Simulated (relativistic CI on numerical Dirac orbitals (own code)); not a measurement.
**Electric-dipole lines of Ru VII**

Method of calculation: Dirac-Coulomb-Breit CI, separate exchange-only KLI orbitals for each configuration, QED by a radiative potential, unscaled Slater integrals (own radial code, finite nucleus).

CI space (outside the closed core [Ar] 3d10): 4s²4p⁶4d², 4s²4p⁶4d5s, 4s²4p⁶4d4f, 4s²4p⁵4d³, 4s²4p⁶4d5p, 4s²4p⁶4f², 4s²4p⁶4d5d, 4s²4p⁶5s², 4s4p⁶4d³, 4s²4p⁶4d6s, 4s²4p⁵4d²4f, 4s²4p⁶4d6p, 4s²4p⁶5s5p, 4s²4p⁶4d5f, 4s²4p⁶4d6d. Double excitations out of closed p, d and f shells are left out; levels of such configurations are missing from the list, as are those of other unlisted configurations, and high levels can miss mixing partners. These lack a partner that the ground configuration has and come out too high: 4s²4p⁵4d²4f.

```csv
λ vac (Å),Lower,Upper,A (s⁻¹),log gf,S velocity/length
186.26,4s²4p⁶4d² ³F2 [1],4s²4p⁶4d5f ³G°3 [200],2.12e+11,0.89,0.58
186.32,4s²4p⁶4d² ³F2 [1],4s²4p⁶4d5f ³F°2 [199],2.23e+11,0.76,0.59
187.25,4s²4p⁶4d² ³F3 [2],4s²4p⁶4d5f ³F°2 [199],9.15e+10,0.38,0.63
188.21,4s²4p⁶4d² ³F2 [1],4s²4p⁵4d³ ³D°2 [193],1.04e+11,0.44,0.64
188.52,4s²4p⁶4d² ³F2 [1],4s²4p⁵4d³ ³D°1 [192],3.05e+11,0.69,0.68
188.66,4s²4p⁶4d² ³F3 [2],4s²4p⁵4d³ ³D°3 [194],8.71e+10,0.51,0.64
189.16,4s²4p⁶4d² ³F3 [2],4s²4p⁵4d³ ³D°2 [193],2.34e+11,0.80,0.69
189.72,4s²4p⁶4d² ³F4 [3],4s²4p⁵4d³ ³D°3 [194],2.73e+11,1.01,0.69
200.38,4s²4p⁶4d² ³F2 [1],4s²4p⁶4d5f ³F°2 [182],1.05e+11,0.50,0.66
200.75,4s²4p⁶4d² ³F3 [2],4s²4p⁶4d5f ³F°3 [183],1.14e+11,0.68,0.67
200.97,4s²4p⁶4d² ³F4 [3],4s²4p⁶4d5f ³F°4 [185],1.20e+11,0.82,0.67
202.39,4s²4p⁶4d² ³F2 [1],4s²4p⁶4d5f ¹D°2 [178],3.56e+10,0.04,0.65
205.49,4s²4p⁶4d² ¹G4 [8],4s²4p⁶4d5f ¹G°4 [186],3.64e+10,0.32,0.63
207.35,4s²4p⁶4d² ³P2 [7],4s²4p⁶4d5f ³P°2 [184],9.11e+10,0.47,0.76
207.80,4s²4p⁶4d² ³F4 [3],4s²4p⁵4d³ ¹H°5 [170],3.15e+10,0.35,0.72
209.17,4s²4p⁶4d² ³P2 [7],4s²4p⁵4d³ ¹F°3 [181],9.12e+10,0.62,0.71
209.91,4s²4p⁶4d² ¹D2 [4],4s²4p⁵4d³ ³D°3 [176],1.13e+11,0.72,0.68
210.97,4s²4p⁶4d² ¹D2 [4],4s²4p⁵4d³ ³D°2 [174],5.40e+10,0.26,0.73
213.02,4s²4p⁶4d² ³F3 [2],4s²4p⁵4d³ ³G°4 [155],1.89e+11,1.06,0.70
213.18,4s²4p⁶4d² ³F4 [3],4s²4p⁵4d³ ³G°5 [159],1.53e+11,1.06,0.70
214.18,4s²4p⁶4d² ³F2 [1],4s²4p⁵4d³ ³G°3 [152],1.89e+11,0.96,0.70
215.80,4s²4p⁶4d² ¹G4 [8],4s²4p⁵4d³ ¹H°5 [170],1.03e+11,0.90,0.70
221.61,4s²4p⁶4d² ¹G4 [8],4s²4p⁵4d³ ³G°5 [159],3.20e+10,0.41,0.71
368.22,4s²4p⁶4d² ¹G4 [8],4s²4p⁶4d5p ¹F°3 [24],2.00e+10,0.45,0.71
839.48,4s²4p⁶4d5p ¹F°3 [24],4s²4p⁶4d5d ¹G4 [120],7.45e+09,0.85,0.86
842.89,4s²4p⁶4d5p ¹D°2 [14],4s²4p⁶4d5d ¹F3 [82],4.51e+09,0.53,0.98
869.62,4s²4p⁶4d5p ³F°2 [18],4s²4p⁶4d5d ³G3 [88],5.12e+09,0.61,0.97
876.82,4s²4p⁶4d5p ³F°3 [19],4s²4p⁶4d5d ³G4 [90],3.87e+09,0.60,0.96
883.93,4s²4p⁶4d5p ³F°4 [20],4s²4p⁶4d5d ³G5 [95],6.62e+09,0.93,0.98
1232.0,4s²4p⁶4d5s ³D3 [12],4s²4p⁶4d5p ³F°4 [20],1.70e+09,0.54,0.98
```

Terms are leading LS components. Brackets give the number of a level in order of energy, since labels repeat. The list gives strong lines, with weight on those to low levels, among the lowest 200 of 755 levels, so that lines to higher ones, which can be the strongest, are missing. Levels whose partners in the same complex of configurations lie outside the list can be far off, and so can their lines. Rates are taken at the computed energies, electric ones in the length gauge. A velocity-to-length ratio far from 1 marks an uncertain rate.

At this charge configurations can still be misplaced by up to about 7 % of their energy. Terms inside the open d or f shell come out 10 to 20 % too wide with unscaled integrals.

LS names give the leading component of a level, which can be under half, so a name can repeat, a term be missing and a line seem to break the LS rules.
